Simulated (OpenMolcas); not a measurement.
## O2+: effect of the level shift or regulariser

* Program: OpenMolcas 26.06
* Basis: ANO-RCC-VTZP [4s3p2d1f]
* Scalar Hamiltonian: DKH2, point nucleus
* Active space: 2 electrons in 3 orbitals (2p)
* State averaging: 2S+1 = 3 even, 3 roots; 2S+1 = 1 even, 6 roots
* Spin-orbit coupling: RASSI with atomic mean-field integrals over the reference wave functions, term energies averaged over their components

Methods on the same reference wave functions:
A. CASSCF
B. SS-CASPT2, IPEA 0.25 Eh, imaginary shift 0.1 Eh (closed shells correlated: 1s 2s)
C. SS-CASPT2, IPEA 0.25 Eh, real shift 0.2 Eh (closed shells correlated: 1s 2s)
D. SS-CASPT2, IPEA 0.25 Eh, sigma2 regulariser 0.3 Eh (closed shells correlated: 1s 2s)

Energies in cm-1 above 2s2 2p2 3P0, the measured ground level; measured values from Moore, Selected Tables of Atomic Spectra, NSRDS-NBS 3, section 11.

```tsv
Level	A	B	C	D	Measured
2s2 2p2 3P0	0.0	0.0	0.0	0.0	0.0
2s2 2p2 3P1	114	114	114	114	113
2s2 2p2 3P2	336	336	336	336	
2s2 2p2 1D2	22739	20770	20780	20770	20273
2s2 2p2 1S0	56077	47120	47180	47120	43186
```

Deviations, from unrounded energies. A percentage is the sum of absolute deviations over the sum of measured energies, with the sign that they share, or ± where signs differ.

```tsv
Against measurement	Levels	A	B	C	D
mean absolute deviation (cm-1)	3	5100	1500	1500	1500
fine structure of the ground term (%)	1	+0.3	+0.6	+0.6	+0.6
other terms of the ground configuration (%)	2	+24.2	+7.0	+7.1	+7.0
```

B, C, D lie about equally close to measurement and A furthest from it. The largest miss of D in the table is 2s2 2p2 1S0, by +3900 cm-1. The ranking rests on the paired levels alone, and a cruder setting can come out closer through cancelling errors.

Among B to D the level of the table that moves most is 2s2 2p2 1S0, by 67 cm-1 (lowest in D, highest in C). Moves below CASPT2's spread within the term are not significant.

The mean deviations of B to D differ by less than CASPT2's widest spread within a term (70 cm-1), so their order carries little weight.

From A to B the spin-free energies of the other terms of 2s2 2p2 shown, above 3P, scale by factors of 0.84 to 0.91.

The lowest spin-free term lies below A's lowest term by 0.086 hartree in B, 0.085 hartree in C, 0.086 hartree in D.

CASPT2 breaks the degeneracy within a term, and the mean is taken; among the terms shown or strongly mixed into the levels shown the widest spread is 70 cm-1 (2s2 2p2 1D, C). With the s shell closed, the reference lacks s² → p² mixing. Measured partners are found by configuration, term and J. A level has none where our copy of the source lacks it or the pairing is in doubt (some pairs that miss far off the trend of their configuration count as doubtful), and it then counts in no deviation. Only configurations of the active space appear.
